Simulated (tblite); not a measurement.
Compound: C₅H₁₄O₂SSi.
Geometry (GFN2-xTB, Å), atoms numbered from 1 in this order:
```xyz
23
C5H14O2SSi angstrom
C      4.1805   -0.0442   -0.6675
S      2.8779    1.1320   -0.2056
Si     1.2493   -0.2519   -0.2820
O      0.0471    0.7215    0.1442
C     -1.3225    0.4341    0.1564
C     -1.8914    0.6418   -1.2461
C     -1.9810    1.3746    1.1656
C     -1.5186   -1.0236    0.5915
O     -0.8378   -1.8410   -0.3274
H      4.2360   -0.8357    0.0730
H      3.9649   -0.4614   -1.6455
H      5.1157    0.5033   -0.6957
H      1.5681   -1.2903    0.7030
H      1.2111   -0.7901   -1.6372
H     -1.4422   -0.0800   -1.9216
H     -2.9698    0.5101   -1.2432
H     -1.6514    1.6446   -1.5879
H     -3.0478    1.1799    1.2317
H     -1.8220    2.4030    0.8546
H     -1.5310    1.2386    2.1458
H     -1.1030   -1.1413    1.5992
H     -2.5881   -1.2667    0.6126
H     -0.7488   -2.7303    0.0293
```

All values are computed: GFN2-xTB (tblite) harmonic vibrations without scaling, gas phase. This tight-binding method is rough: wavenumbers can miss measured ones by several per cent, in bad cases by 10 to 20. Modes of hydrogen on silicon can be 10 to 20 % off. One conformer, not necessarily the lowest.

Harmonic wavenumbers (cm⁻¹): 49.5, 75.4, 88.0, 105.0, 125.3, 144.3, 167.6, 184.6, 201.9, 219.5, 254.7, 315.9, 332.9, 351.0, 403.3, 443.6, 533.9, 546.7, 557.2, 705.3, 736.1, 743.5, 782.1, 821.3, 854.7, 930.7, 948.4, 954.0, 959.5, 987.4, 1017.5, 1079.8, 1101.7, 1155.6, 1182.8, 1225.3, 1238.7, 1269.5, 1323.8, 1357.8, 1387.1, 1403.9, 1462.4, 1465.2, 1466.4, 1476.4, 1478.5, 1484.1, 1495.2, 2196.9, 2280.8, 2905.2, 2926.9, 3029.2, 3033.9, 3040.0, 3042.4, 3045.8, 3050.5, 3055.9, 3061.4, 3063.4, 3554.1.

A = 2217, B = 630.2, C = 555.7 MHz; mass 166.048 u (most abundant isotopes); point group C1, symmetry number 1.

**Question.** What is the zero-point energy?

**Answer.** ½Σν̃ = 40441 cm⁻¹ = 115.63 kcal/mol.

**Question.** Give the ideal-gas entropy at 298.15 K and 1 bar in the rigid-rotor, harmonic-oscillator model (classical rotation).

**Answer.** Translation 41.26, rotation 30.40, vibration 41.91: S = 113.6 cal/(mol K).

**Question.** And Cp and H(298.15 K) − H(0)?

**Answer.** Cp = 49.20 cal/(mol K), of which vibrations give 41.25 (their classical limit is 63 R = 125.2); H(298.15 K) − H(0) = 8.95 kcal/mol without the zero-point energy, 6.58 from vibrations.

**Question.** What must be added to the electronic energy to get the Gibbs energy at 298.15 K and 1 bar?

**Answer.** ZPE + [H(298.15 K) − H(0)] − T·S = 115.63 + 8.95 − 33.86 = 90.72 kcal/mol.

**Question.** Blend soft modes into free rotors: weight 1/[1 + (100 cm⁻¹/ν̃)⁴] for the oscillator and the rest for a rotor with moment μB/(μ + B), μ = h/(8π²ν), B = 10⁻⁴⁴ kg m². What vibrational entropy results?

**Answer.** 39.19 cal/(mol K) in place of 41.91, which changes −T·S at 298.15 K by +0.81 kcal/mol.

Hindered rotation and anharmonicity are outside this model. Other conformers, if any are populated, would add a mixing term that is left out. The structure is chiral; the term R ln 2 for an equal mix with its mirror image is left out.
